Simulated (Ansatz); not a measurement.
**Interaction energy ladder**

The pair of F⁻ (SMILES [F-], atom 1) and CH4O (SMILES CO, atoms 2–7), both closed shells, in one local arrangement (a lower one may exist), relaxed at PBE0-D4/def2-TZVPD:

```json
{"atom": "F1", "x (Å)": "1.3553", "y (Å)": "-0.7268", "z (Å)": "-1.7873"}
{"atom": "C2", "x (Å)": "-0.5126", "y (Å)": "0.1838", "z (Å)": "0.4817"}
{"atom": "O3", "x (Å)": "0.8521", "y (Å)": "0.2269", "z (Å)": "0.3355"}
{"atom": "H4", "x (Å)": "-0.9277", "y (Å)": "-0.8444", "z (Å)": "0.4531"}
{"atom": "H5", "x (Å)": "-1.0586", "y (Å)": "0.7516", "z (Å)": "-0.2992"}
{"atom": "H6", "x (Å)": "-0.8134", "y (Å)": "0.6166", "z (Å)": "1.4523"}
{"atom": "H7", "x (Å)": "1.1050", "y (Å)": "-0.2077", "z (Å)": "-0.6360"}
```

Program: Ansatz 0.2.0. Basis: def2-TZVPPD, with def2-QZVPPD for the basis limit. Cores are frozen in the correlated methods. B3LYP uses VWN-RPA correlation. Extrapolation: Hartree–Fock as exp(−7.88 √X), correlation as X^−2.97. Interaction energies count from these two fragments, frozen as in the pair, with the counterpoise correction; negative means bound.

**Question.** What is the interaction energy by CCSD(T) at an estimated basis limit (MP2 extrapolated from triple and quadruple zeta, plus CCSD(T) − MP2 in triple zeta)? (To be estimated.)

**Answer.** The calculation gives: -163.0 kJ/mol. Hartree–Fock alone gives -155.2 kJ/mol at the basis limit. It counts from the two fragments frozen as in the pair.

The same quantity by other methods in triple zeta, and each one's difference from that estimate:
```tsv
method	E_int (kJ/mol)	difference
PBE-D4	-165.6	-2.6
revPBE-D4	-159.4	3.6
BLYP-D4	-156.1	6.9
r2SCAN-D4	-173.7	-10.7
B97M-V	-162.6	0.3
PBE0-D4	-171.8	-8.8
B3LYP-D4	-164.0	-1.0
HSE06-D4	-171.9	-8.9
wB97X-V	-162.9	0.1
wB97M-V	-162.8	0.2
B2PLYP	-158.5	4.5
HF	-154.7	8.3
MP2	-157.2	5.7
CCSD	-156.1	6.9
CCSD(T)	-157.2	5.8
```
Differences are method less estimate.

**Question.** Which atoms make the shortest contact between the fragments?

**Answer.** F1 and H7, 1.29 Å apart.

Energy to bend the free fragments (PBE0-D4 minima) into their shapes in the pair, CCSD(T)/def2-TZVPPD: CH4O 39.5 kJ/mol. This must be added to the interaction energy to get the binding energy from relaxed fragments.

Basis-set superposition shift (counterpoise-corrected less uncorrected): CCSD(T) 6.8; MP2 6.8; HF 0.3; PBE0-D4 0.4; wB97M-V 0.4 kJ/mol.

T1 diagnostic: at most 0.023.

For scale, one of the runs: CCSD(T)/def2-TZVPPD, 185 basis functions, launched by `ansatz run in.yaml --threads 2 --pin off --events-out ev --progress --plain --max-ram 5222MiB`. Hardware: 2 CPU threads of an Intel Xeon Platinum 8259CL, shared host. Wall time 48 s; peak host memory 2 GiB.
